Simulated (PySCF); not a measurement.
CH₅BrGaN, SMILES [NH2][Ga]([CH3])[Br]. Geometry optimised at TPSSh-D3(BJ)/def2-SVP. The structure was generated by enumeration; whether it is a known compound was not checked. One conformer was computed; it need not be the lowest.

Problem. Give the equilibrium geometry at TPSSh-D3(BJ)/def2-SVP (PySCF confirms it by a frequency run) as Cartesian coordinates in Å. (Estimate from the structure and the level; the computed values follow.)

Solution. Several could match; the one computed here: 
```xyz
9

Ga     0.5466     0.5322     0.1300
Br    -1.0877    -1.0633    -0.2564
C      0.5140     2.2330    -0.8383
H      0.5605     2.0414    -1.9212
H      1.3592     2.8747    -0.5480
H     -0.4291     2.7595    -0.6260
N      1.7556    -0.0013     1.3660
H      2.5491     0.5526     1.6747
H      1.7115    -0.9031     1.8317
```
